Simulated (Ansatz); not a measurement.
Worked example: CH8O2Si2 → CH7OSi2 + OH

Species: CH8O2Si2 `O[SiH2]C[SiH2]O`, singlet; CH7OSi2 `O[SiH2]C[SiH2]`, doublet; OH, doublet. 

Shapes, held fixed at every level: PBE0-D4/def2-TZVP. Flexible molecules stand in one conformer, not always the lowest. Programs: Ansatz 0.2.0. Electronic energies: no zero-point or thermal term.

At CCSD(T)/CBS estimate; 1 Eh = 2625.50 kJ/mol:

| species | energy (Eh) |
| --- | --- |
| CH8O2Si2 | -771.487062 |
| CH7OSi2 | -695.594639 |
| OH | -75.677713 |

Work out ΔE of the reaction at this level.


1. Products less reactants: (-695.594639) + (-75.677713) − [(-771.487062)] = 0.214710 Eh = +563.7 kJ/mol.

Other levels give +413.1 (HF/def2-TZVPP) to +579.0 kJ/mol (MP2/def2-TZVPP). No measured value is set beside it here. Open shells run unrestricted. The CBS estimate extrapolates MP2 from def2-TZVPP and def2-QZVPP and adds CCSD(T) − MP2 in the triple-zeta set, cores frozen. The median of the other levels is +543.4 kJ/mol.
